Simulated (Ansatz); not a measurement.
Two isomers of CH4FNOSi: A = `F[SiH]1NCO1`, B = `FC1N[SiH2]O1`.

Program: Ansatz. Geometries: PBE0-D4/def2-TZVP. ΔE: electronic, gas phase. CCSD(T)/CBS is the MP2 limit (def2-TZVPP, def2-QZVPP) plus CCSD(T) − MP2 in def2-TZVPP, frozen cores. DFT in def2-TZVPP. B3LYP here is the variant with VWN-RPA as its local correlation; programs differ in this.

Q: Which isomer does CCSD(T)/CBS put lower? Give the gap. (Estimate.)

A: Computed: A, by 189.2 kJ/mol.

Q: Give E(B) − E(A) in kJ/mol with r2SCAN-D4, B2PLYP, PBE0-D4, B3LYP, ωB97M-V, BLYP-D4, CCSD/def2-TZVPP. (Estimate.)

A: Computed: r2SCAN-D4 179.0, B2PLYP 185.6, PBE0-D4 175.2, B3LYP 180.9, ωB97M-V 180.8, BLYP-D4 177.3, CCSD/def2-TZVPP 186.1. None reverses the order clearly.

Q: Does the order hold for the free energy at 298.15 K (harmonic terms from PBE0-D4)? (An estimate is asked.)

A: Ansatz gave: Yes: G(B) − G(A) = +181.8 kJ/mol.

Largest T1 diagnostic: 0.012.

From PBE to PBE0 (25 % exact exchange), in def2-TZVPP and without D4, E(B) − E(A) moves by +4.5 kJ/mol. At CCSD(T), def2-SVP lies −35.1 kJ/mol from the extrapolated value and def2-TZVPP −4.6 kJ/mol.
